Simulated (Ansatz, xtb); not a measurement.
C2HAlLi: which of two structures lies lower

We compare a, a doublet given by its coordinates, with b, `[Li][C]#[C][AlH]`, a doublet. Both are isolated molecules in the gas phase, relaxed with B3LYP-D3(BJ)/6-311G**.

a (Å):

| atom | x (Å) | y (Å) | z (Å) |
| --- | --- | --- | --- |
| C | -0.5984 | -1.4890 | 1.2502 |
| C | 0.4331 | -0.8659 | 1.6347 |
| Al | -0.8671 | 0.6943 | 0.9282 |
| Li | -2.3675 | -1.6232 | 0.5026 |
| H | 1.4219 | -0.8333 | 2.0565 |

Close contacts (Å): C1–C2 1.26, C1–Al3 2.22, C1–Li4 1.93, C2–Al3 2.15, Al3–Li4 2.79, C2–H5 1.08.

b (Å):

| atom | x (Å) | y (Å) | z (Å) |
| --- | --- | --- | --- |
| C | -1.4478 | -1.4926 | 1.4363 |
| C | -0.3818 | -0.8609 | 1.4508 |
| Al | 1.1878 | 0.1774 | 1.6541 |
| Li | -3.0502 | -2.4909 | 1.3324 |
| H | 2.3175 | 0.1586 | 0.5125 |

Question: Estimate E(b) − E(a) at the level CCSD(T)/def2-TZVP.

Answer: Calculated at CCSD(T)/def2-TZVP: E(b) − E(a) = +26.5 kJ/mol, so structure a lies lower.

Level by level:

```csv
level,geometry,E(b) − E(a) (kJ/mol),departure from the last row (kJ/mol),"job, with rough time for the two"
GFN2-xTB,GFN2-xTB,−56.2,−82.8,"optimisation, 0.1 s"
HF/STO-3G,GFN2-xTB,+124.3,+97.8,"single point, 0.56 s"
r2SCAN-D4/def2-SVP,GFN2-xTB,+31.8,+5.3,"single point, 3.7 s"
B3LYP-D3(BJ)/6-311G**,B3LYP-D3(BJ)/6-311G**,+30.5,+4.0,"optimisation, 44 s"
HF/def2-TZVP,B3LYP-D3(BJ)/6-311G**,−16.0,−42.5,part of the CCSD(T) run
MP2/def2-TZVP,B3LYP-D3(BJ)/6-311G**,+10.5,−16.0,part of the CCSD(T) run
CCSD(T)/def2-TZVP,B3LYP-D3(BJ)/6-311G**,+26.5,,"single point, 35 s"
```

GFN2-xTB, HF/def2-TZVP put the two in the other order. The largest departure from CCSD(T)/def2-TZVP is that of HF/STO-3G, 97.8 kJ/mol.

With harmonic frequencies from B3LYP-D3(BJ)/6-311G** (ideal gas, rigid rotor, one conformer each, 298.15 K, 1 atm): on the last row, ΔE + ΔZPE = +16.0, ΔH = +18.1, ΔG = +13.9 kJ/mol.

Open shells are spin-unrestricted, with notable spin contamination under HF/STO-3G. The correlated steps freeze 7 core orbitals; the last core shell of Li is correlated, in a basis made for valence electrons. Run with Ansatz 0.2.0, xtb 6.7.1; the last row on 2 threads of Arm Neoverse V1 on a shared host.
